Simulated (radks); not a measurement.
Values are calculated unless marked as measured or tabulated.
W III, 72 electrons, occupied as [Xe] 4f14 5d4. Code: a radial shooting solver on a logarithmic mesh with Libxc functionals. Model: scalar-relativistic Kohn-Sham, HCTH/407, spin-polarised, spherical densities, finite nucleus; open shells are filled with parallel spins first (spin-orbit coupling, left out, can overturn this in heavy ions); Fermi nuclear charge, rms radius 5.3658 fm.

Radial electron density D(r) = 4 pi r^2 rho(r):

```
   r/bohr * D(r) (the largest magnitude, 135, reaches the edge; | marks zero)
 0.001406 |    *
 0.001624 |     *
 0.001876 |       *
 0.002166 |         *
 0.002502 |           *
 0.002889 |             *
 0.003337 |                *
 0.003885 |                   *
 0.004486 |                      *
 0.005181 |                          *
 0.005984 |                             *
  0.00691 |                                 *
 0.007981 |                                    *
 0.009217 |                                      *
  0.01064 |                                        *
  0.01239 |                                        *
  0.01431 |                                        *
  0.01653 |                                      *
  0.01909 |                                     *
  0.02204 |                                    *
  0.02546 |                                    *
   0.0294 |                                     *
  0.03395 |                                         *
  0.03953 |                                              *
  0.04565 |                                                   *
  0.05272 |                                                      *
  0.06089 |                                                      *
  0.07032 |                                                   *
  0.08121 |                                              *
  0.09379 |                                          *
   0.1083 |                                          *
   0.1261 |                                             *
   0.1456 |                                                 *
   0.1682 |                                                 *
   0.1942 |                                            *
   0.2243 |                                   *
   0.2591 |                           *
   0.2992 |                         *
   0.3455 |                           *
   0.4022 |                              *
   0.4645 |                             *
   0.5365 |                        *
   0.6196 |                 *
   0.7155 |            *
   0.8264 |        *
   0.9543 |      *
    1.102 |     *
    1.283 |    *
    1.482 |  *
    1.711 | *
    1.976 |*
    2.283 |*
    2.636 *
    3.044 *
    3.516 *
    4.093 *
    4.727 *
    5.459 *
    6.305 *
```

D(r) has 4 maxima, at r = 0.0124, 0.0567, 0.158, 0.419 bohr, and minima at 0.0239, 0.102, 0.294 bohr, inside which lie 1.90, 11.04, 29.85 electrons.
